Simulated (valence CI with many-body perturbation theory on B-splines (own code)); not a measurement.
E1 line list for Yb²⁰⁺

Method: relativistic CI+MBPT: four valence electrons over a frozen Dirac-Fock core [Kr] 4d10, a basis of 7 s, 7 p, 7 d, 7 f, 4 g, 2 h functions for each j, with the one-electron correlation potential Σ1 (screened to all orders), the two-electron term Σ2, the three-electron term Σ3, Breit, model QED; selected single and double excitations, second order for the rest, scaled by the run's own slope (own B-spline code, finite nucleus).

No measured spectrum was set against this ion. As an estimate, terms of the open shell hold to a few per cent of their energy, and close levels can change places.

Lines 1 to 50 of 325 in falling wavelength, among levels below 725800 cm⁻¹, chosen from the strongest by gf and those to the six lowest levels. Wavelengths and rates use the calculated energies, so an error of 2000 cm⁻¹ moves a line at 62.28 nm by 1.2 % and its rate by three times that or more. Electric multipoles are in the length gauge, E1 and E2 with the static RPA response of the core. Weak lines are less certain than strong ones. Lines between different terms over intervals too small for the method are left out, as are lines whose strength nearly cancels. Where a level lies close to another of its J and parity, the split of strength between their lines is uncertain. The highest levels of a list are the least certain.

Names give the largest LS component (configuration and term), which can be under half, so a name can repeat, a term be missing and a line seem to break the LS rules; names also repeat where a configuration has a term twice. Letters in brackets count levels of one name in rising energy.

```csv
λ vac (nm),Upper,Lower,A (s⁻¹),S (a.u.) with core polarisation,S without
62.28,4f³5p ³H_4,4f³5s ³G°_3 [d],3.27e+04,3.51e-05,4.57e-05
57.71,4f³5p ⁵I_5,4f³5s ³G°_4 [c],3.67e+04,3.83e-05,4.96e-05
54.53,4f³5p ⁵G_2,4f³5s ³G°_3 [d],4.41e+05,1.76e-04,2.29e-04
52.55,4f³5p ⁵K_5,4f³5s ³H°_5,5.32e+04,4.19e-05,5.41e-05
51.16,4f³5p ⁵I_5,4f³5s ¹H°_5 [b],5.41e+04,3.93e-05,5.10e-05
50.94,4f³5p ⁵G_2,4f³5s ¹D°_2 [c],1.29e+05,4.21e-05,5.46e-05
49.99,4f³5p ³H_4,4f³5s ³H°_4 [b],5.23e+04,2.90e-05,3.73e-05
49.89,4f³5p ³D_1,4f³5s ¹D°_2 [c],1.19e+05,2.18e-05,2.83e-05
49.80,4f³5p ⁵K_5,4f³5s ³G°_5 [c],2.60e+05,1.74e-04,2.25e-04
48.70,4f³5p ⁵K_6,4f³5s ³H°_5,1.01e+05,7.50e-05,9.69e-05
48.36,4f³5p ⁵K_6,4f³5s ¹I°_6,4.86e+05,3.53e-04,4.56e-04
48.35,4f³5p ⁵H_6,4f³5s ¹H°_5 [b],4.31e+05,3.13e-04,4.05e-04
48.31,4f³5p ⁵K_5,4f³5s ³I°_5 [b],1.12e+06,6.83e-04,8.82e-04
47.86,4f³5p ³H_4,4f³5s ³G°_5 [c],1.19e+05,5.79e-05,7.52e-05
47.56,4f³5p ⁵I_5,4f³5s ¹I°_6,2.53e+05,1.48e-04,1.92e-04
47.52,4f³5p ⁵I_5,4f³5s ³H°_4 [b],1.21e+05,7.04e-05,9.09e-05
47.47,4f³5p ⁵G_2,4f³5s ³D°_2 [d],1.13e+05,2.97e-05,3.84e-05
47.41,4f³5p ⁵K_6,4f³5s ³I°_7 [c],2.52e+05,1.72e-04,2.23e-04
47.17,4f³5p ⁵K_6,4f³5s ³I°_7 [b],2.17e+05,1.46e-04,1.90e-04
47.14,4f³5p ⁵G_2,4f³5s ³D°_1 [c],2.54e+05,6.57e-05,8.53e-05
46.98,4f³5p ⁵K_5,4f³5s ³G°_4 [b],7.54e+04,4.25e-05,5.48e-05
46.56,4f³5p ³D_1,4f³5s ³D°_2 [d],5.00e+05,7.47e-05,9.60e-05
46.48,4f³5p ³H_4,4f³5s ³I°_5 [b],2.84e+05,1.27e-04,1.64e-04
46.39,4f³5p ⁵G_2,4f³5s ³D°_2 [c],2.55e+05,6.29e-05,8.10e-05
46.38,4f³5p ⁵K_7,4f³5s ¹L°_8,1.71e+05,1.26e-04,1.64e-04
46.33,4f³5p ⁵K_6,4f³5s ³G°_5 [c],1.45e+05,9.23e-05,1.19e-04
46.24,4f³5p ³D_1,4f³5s ³D°_1 [c],2.46e+06,3.60e-04,4.66e-04
46.00,4f³5p ⁵I_5,4f³5s ⁵D°_4,3.76e+04,1.99e-05,2.57e-05
45.92,4f³5p ⁵G_2,4f³5s ³D°_3 [c],2.21e+05,5.28e-05,6.77e-05
45.90,4f³5p ³H_4,4f³5s ³D°_3 [b],1.11e+05,4.78e-05,6.15e-05
45.65,4f³5p ⁵K_6,4f³5s ³I°_6 [b],7.29e+05,4.45e-04,5.73e-04
45.60,4f³5p ⁵I_5,4f³5s ³G°_5 [c],1.85e+05,9.53e-05,1.24e-04
45.48,4f³5p ⁵K_7,4f³5s ¹I°_6,1.42e+06,9.86e-04,1.27e-03
45.26,4f³5p ³H_4,4f³5s ³G°_4 [b],3.20e+05,1.32e-04,1.71e-04
45.19,4f³5p ³H_4,4f³5s ³D°_3 [a],3.28e+05,1.34e-04,1.74e-04
45.12,4f³5p ⁵H_6,4f³5s ¹I°_6,9.29e+05,5.47e-04,7.06e-04
45.03,4f³5p ⁵K_6,4f³5s ³I°_5 [b],1.02e+06,5.99e-04,7.71e-04
44.96,4f³5p ⁵I_5,4f³5s ¹G°_4 [a],7.38e+04,3.64e-05,4.75e-05
44.94,4f³5p ⁵I_5,4f³5s ³I°_6 [b],5.57e+05,2.75e-04,3.53e-04
44.69,4f³5p ⁵K_5,4f³5s ³G°_4 [a],1.69e+05,8.18e-05,1.05e-04
44.64,4f³5p ⁵K_7,4f³5s ³I°_7 [c],9.55e+05,6.29e-04,8.08e-04
44.42,4f³5p ⁵K_7,4f³5s ³L°_8,3.26e+06,2.11e-03,2.72e-03
44.40,4f³5p ⁵K_5,4f³5s ¹H°_5 [a],2.51e+05,1.19e-04,1.54e-04
44.38,4f³5p ⁵K_6,4f³5s ³G°_5 [b],9.70e+04,5.44e-05,7.01e-05
44.38,4f³5p ⁵G_2,4f³5s ³D°_1 [b],1.74e+06,3.75e-04,4.85e-04
44.34,4f³5p ⁵I_5,4f³5s ³I°_5 [b],3.15e+05,1.49e-04,1.92e-04
44.30,4f³5p ⁵H_6,4f³5s ³I°_7 [c],2.27e+05,1.27e-04,1.64e-04
44.09,4f³5p ⁵H_6,4f³5s ³I°_7 [b],1.53e+06,8.44e-04,1.08e-03
43.91,4f³5p ⁵G_2,4f³5s ³D°_1 [a],8.46e+05,1.77e-04,2.28e-04
43.90,4f³5p ³H_4,4f³5s ³G°_3 [c],8.95e+06,3.36e-03,4.35e-03
```
